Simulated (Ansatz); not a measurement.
Geometry optimisation, Ansatz, RKS PBE0-D4/def2-SVP.

input.yaml

```yaml
crystal:
  periodic: [false, false, false]
  atoms:
    - { symbol: "N", position_ang: [-0.6715, 1.4146, -0.5913] }
    - { symbol: Si, position_ang: [-0.6318, -0.3216, -0.4333] }
    - { symbol: "N", position_ang: [0.9417, -0.888, -0.9996] }
    - { symbol: Zn, position_ang: [-0.8577, -0.8904, 2.0065] }
    - { symbol: O, position_ang: [0.8754, 0.0076, 2.3194] }
    - { symbol: H, position_ang: [-1.6424, 1.7672, -0.2108] }
    - { symbol: H, position_ang: [0.0413, 1.8626, 0.0259] }
    - { symbol: H, position_ang: [-1.6422, -0.9277, -1.2529] }
    - { symbol: H, position_ang: [1.0383, -0.659, -1.9642] }
    - { symbol: H, position_ang: [0.9727, -1.9286, -0.8717] }
    - { symbol: H, position_ang: [1.6415, 0.5063, 1.9927] }
basis:
  gaussian: { orbitals: def2-SVP }
hamiltonian:
  xc: pbe0
  dispersion: d4
relax:
  f_tol: 0.02
  max_steps: 50
output:
  orbitals: {}
```

Launched with:

```bash
$ ansatz run input.yaml --threads 2 --pin off --max-ram 3072MiB --backend cpu --events-out ev --progress --plain --runs-dir out
```

Q: Where does it end, and by what steps?

A: The run converged. After 18 steps the energy has fallen by 2.063 eV; H11 moved furthest, 1.87 Å.

| step | energy less start (eV) | largest force component (eV/Å) | accepted |
| --- | --- | --- | --- |
| 0 | 0.0000 | 2.425 | yes |
| 1 | -0.6730 | 1.788 | yes |
| 2 | -1.0244 | 1.350 | yes |
| 3 | -1.2694 | 0.790 | yes |
| 4 | -1.4497 | 0.972 | yes |
| 5 | -1.5748 | 0.697 | yes |
| 6 | -1.7045 | 0.354 | yes |
| 7 | -1.8045 | 0.530 | yes |
| 8 | -1.8878 | 0.403 | yes |
| 9 | -1.9584 | 0.704 | yes |
| 10 | -2.0202 | 0.196 | yes |
| 11 | -2.0535 | 0.091 | yes |
| 12 | -2.0526 | 0.096 | no |
| 13 | -2.0607 | 0.194 | yes |
| 14 | -2.0591 | 0.284 | no |
| 15 | -2.0619 | 0.099 | yes |
| 16 | -2.0628 | 0.068 | yes |
| 17 | -2.0633 | 0.029 | yes |
| 18 | -2.0633 | 0.015 | yes |

```xyz
11
Properties=species:S:1:pos:R:3
N -0.880 1.402 -1.050
Si -0.515 -0.179 -0.432
N 0.725 -0.833 -1.454
Zn 0.299 -0.350 1.787
O 0.780 -0.505 3.501
H -1.823 1.764 -0.961
H -0.194 2.147 -1.019
H -1.864 -0.849 -0.509
H 0.564 -0.898 -2.454
H 1.322 -1.583 -1.127
H 1.650 -0.173 3.739
```

Run time: 32 s on 2 threads of AMD EPYC 9R45 96-Core Processor (Zen 5) (shared host), peak memory 0.33 GiB.
